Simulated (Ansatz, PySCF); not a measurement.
Breaking the Zn1–H2 bond in H2Zn (SMILES [ZnH2]) (multiplicity 1 held, fragments rigid). Energies count from the point at 1.544 Å.
Geometry at that point (charge 0, multiplicity 1):
```xyz
3

Zn     0.000     0.000     0.000
H      0.000     0.000     1.544
H      0.000     0.000    -1.544
```

R- and RO- levels are restricted; in cc, def2 and unpolarised 6-31G sets they are followed outwards from rest. Unrestricted levels (U-) break spin symmetry where that is lower. Active spaces are followed from a long bond inwards. Levels need not reach the same state.

Frozen-core correlation. Rows in 3-21G carry no dispersion term and start afresh at each structure; the Pople sets are all-electron and without relativity.

The values were computed with Ansatz (a program for electronic structure) with Gaussian orbitals; PySCF for 3-21G rows. 

Energies in kcal/mol.

```tsv
R (Å)	R-HF/3-21G	R-r2SCAN/def2-TZVPP	R-B3LYP/def2-TZVPP	U-MP2/def2-TZVPP	R-CCSD(T)/def2-TZVPP	FIC-MRCISD+Q on CASSCF(2,2)/def2-TZVPP
1.235	22.5	21.4	22.8	19.8	22.0	22.4
1.390	5.1	3.6	4.3	2.9	3.9	4.1
1.544	0.0	0.0	0.0	0.0	0.0	0.0
1.698	1.5	3.6	3.0	4.3	3.3	3.2
1.853	6.7	10.8	9.8	12.3	10.3	10.0
2.084	18.4	24.4	22.9	?	23.3	23.0
2.316	32.3	38.5	36.7	44.3	36.7	36.3
2.702	55.8	59.6	57.4	66.2	55.4	55.1
3.088	77.2	76.4	73.9	74.3	67.9	68.0
3.551	99.1	90.9	88.6	?	74.5	76.3
4.169	122.5	103.1	101.2	78.8	73.7	80.2
4.941	143.6	111.1	110.1	79.1	69.1	81.3
```

Problem. Complete the blanks.

Solution. 
- 2.084, U-MP2/def2-TZVPP: 27.1
- 3.551, U-MP2/def2-TZVPP: 77.6

Doubts at one or more of the structures used: a restricted determinant that unrestricted orbitals would lower (R-HF/3-21G, R-r2SCAN/def2-TZVPP, R-B3LYP/def2-TZVPP, R-CCSD(T)/def2-TZVPP); a spin-contaminated determinant (U-MP2/def2-TZVPP); other coupled-cluster roots lie near (R-CCSD(T)/def2-TZVPP); T1 above 0.05 (R-CCSD(T)/def2-TZVPP).
